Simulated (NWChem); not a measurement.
System: CH8N2Si; SMILES N[SiH](C)N

Input file for NWChem:

```
start job
memory heap 200 mb stack 900 mb global 1100 mb
geometry units angstroms noautosym nocenter noautoz
  Si    -0.086632    -0.325754     0.000000
  C      1.747759     0.094317     0.000000
  N     -0.729080     0.245087    -1.519677
  N     -0.729080     0.245087     1.519677
  H     -0.378883    -1.783416     0.000000
  H      2.241264    -0.311970    -0.889016
  H      1.912899     1.179975     0.000000
  H      2.241264    -0.311970     0.889016
  H     -1.667948    -0.026124    -1.790498
  H     -0.545683     1.198370    -1.814180
  H     -1.667948    -0.026124     1.790498
  H     -0.545683     1.198370     1.814180
end
basis spherical
  * library 6-31g*
end
dft
  xc hfexch
  iterations 150
end
property
  shielding 8 1 2 3 5 6 7 9 10
end
task dft property
```

All runs use the structure optimised with B3LYP/6-31G* (spherical d).

GIAO values for the isolated, static molecule; σ is the absolute isotropic shielding, δ = σ(reference) − σ with the isolated reference molecule computed at the same levels (13C: tetramethylsilane, 1H: tetramethylsilane, 15N: ammonia, 29Si: tetramethylsilane).

Atoms are numbered as in the input.

Problem. Give the results of this calculation. (Hartree-Fock/6-31G* (spherical d), GIAO.) Quantities: δ Si1 (ppm); δ C2 (ppm); δ N3 (ppm); δ H5 (ppm); δ H6 (rotor mean) (ppm); δ H9 (ppm); δ H10 (ppm).

Solution. 
| Property | Result |
|---|---|
| δ Si1 (ppm) | -17.5 |
| δ C2 (ppm) | -1.5 |
| δ N3 (ppm) | 19.1 |
| δ H5 (ppm) | 4.64 |
| δ H6 (rotor mean) (ppm) | 0.03 |
| δ H9 (ppm) | 0.30 |
| δ H10 (ppm) | 0.12 |
